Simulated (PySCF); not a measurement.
Species: C₅H₁₁PSi.
Geometry (GFN2-xTB, Å), atoms numbered from 1 in this order:
```xyz
18
C5H11PSi angstrom
C     -2.3175    0.5049   -0.5710
P     -1.5087   -0.1928    0.9449
C     -0.7535   -1.6968    0.1317
C      0.4757   -1.2126   -0.5714
C      0.9246   -0.0012   -0.2633
Si     2.4481    0.8248   -0.9839
C      0.1153    0.7178    0.7810
H     -2.6373    1.5247   -0.3635
H     -3.1981   -0.0897   -0.8088
H     -1.6318    0.5020   -1.4176
H     -0.4897   -2.4342    0.8978
H     -1.4695   -2.1714   -0.5443
H      0.9607   -1.8644   -1.2829
H      3.0632   -0.0730   -1.9606
H      2.0434    2.0760   -1.6354
H      3.3877    1.1290    0.0983
H     -0.0617    1.7667    0.5312
H      0.6406    0.6966    1.7413
```

Method used: PySCF 2.14.0, density-fitted response routines, TDDFT CAM-B3LYP/def2-SVPD, vertical, gas phase, core orbitals frozen in the response.

Transition dipole moments from the ground state, in atomic units and in the frame of the coordinates above (overall signs are arbitrary), for the states with f of 0.002 or more among the lowest 8:

| state | E (eV) | μx | μy | μz |
| --- | --- | --- | --- | --- |
| S2 | 6.475 | -0.314 | -0.428 | 0.059 |
| S3 | 6.576 | 0.142 | 0.026 | 0.298 |
| S4 | 6.662 | -0.738 | 0.148 | -0.234 |
| S5 | 6.798 | 0.495 | 0.757 | 0.005 |
| S6 | 6.811 | -0.343 | -0.713 | 0.018 |
| S7 | 7.165 | 0.271 | 0.177 | -0.158 |
| S8 | 7.433 | 0.457 | 0.293 | -0.362 |

Task: What oscillator strength does each state have?

Result: f = (2/3) ΔE |μ|² with ΔE in hartree (27.2114 eV).

| state | \|μ\|² (au) | \|μ\| (D) | f |
| --- | --- | --- | --- |
| S2 | 0.285 | 1.36 | 0.045 |
| S3 | 0.110 | 0.84 | 0.018 |
| S4 | 0.620 | 2.00 | 0.101 |
| S5 | 0.818 | 2.30 | 0.136 |
| S6 | 0.626 | 2.01 | 0.104 |
| S7 | 0.130 | 0.92 | 0.023 |
| S8 | 0.427 | 1.66 | 0.078 |

Task: Which bond between heavy atoms lies closest to the direction of the S5 transition dipole?

Result: C4–C5, at 18° from it; next P2–C7 at 28°.

Task: What angle do the transition dipoles of S2 and S5 make?

Result: |cos θ| = |μa·μb| / (|μa| |μb|) = 0.99, so θ ≈ 7° (taken between 0 and 90°, since the signs are arbitrary).

Task: What peak molar absorption coefficient would the strongest computed level give as a lone Gaussian band 0.3 eV wide at half height?

Result: ε(max) = 2.175×10⁸ f / FWHM, with the width in cm⁻¹. S5: 2.175×10⁸ × 0.1362 / 2420 ≈ 12000 L mol⁻¹ cm⁻¹.

One conformer stands for the species.
